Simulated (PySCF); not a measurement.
**Polarisability and C₆ of Nb²⁺ (niobium, charge +2)**

[Kr] 4d2 5s1, high-spin 4F determinant (an excited configuration). Computed with PySCF 2.14 in aug-cc-pwCVTZ-DK (11s10p8d4f3g, 136 functions), with scalar relativity by spin-free X2C-1e. Coupled (time-dependent) response in atomic units; α is the mean over directions.

| method | mean α (bohr³) | C₆ (like pair) | S(−4) |
| --- | --- | --- | --- |
| PBE | 30.13 | 188.6 | 597.5 |

S(−4) is the Cauchy moment in α(ω) = α(0) + S(−4) ω² + …

Spin-orbit coupling is absent.

α(iu) at PBE:

| u (hartree) | α(iu) (bohr³) |
| --- | --- |
| 0 | 30.13 |
| 0.0500 | 28.73 |
| 0.100 | 25.33 |
| 0.200 | 17.96 |
| 0.300 | 12.96 |
| 0.500 | 7.982 |
| 0.750 | 5.321 |
| 1.00 | 3.937 |
| 1.50 | 2.464 |
| 2.00 | 1.690 |
| 3.00 | 0.9300 |
| 5.00 | 0.4077 |

A single London oscillator, α(iu) = α/(1 + u²/ω²), gives C₆ = (3/4) ω α². Matching the computed C₆ needs ω = 4 × 188.6 / (3 × 30.13²) = 0.277 hartree.

For an ion, C₆ is the dispersion term alone; charge-induced terms of lower order in 1/R come first.
